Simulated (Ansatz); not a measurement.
Q: Name a neutral molecule of Al, C, Cl, N and H with HOMO energy (B3LYP/def2-TZVPP) between -6.55 and -6.25 eV and LUMO energy (PBE0/def2-TZVPP) between -1.40 and -1.10 eV (Ansatz, PBE0-D4/def2-TZVP geometry).

A: `N/C(Cl)=[CH]/[AlH2]` (-6.38 eV, -1.31 eV); `[Cl][Al]1[CH2][NH]1` (-6.46 eV, -1.13 eV). Other molecules can fit too; these were computed, each in one conformer that needn't be the lowest.

B3LYP here is the variant with VWN-RPA as its local correlation; programs differ in this.
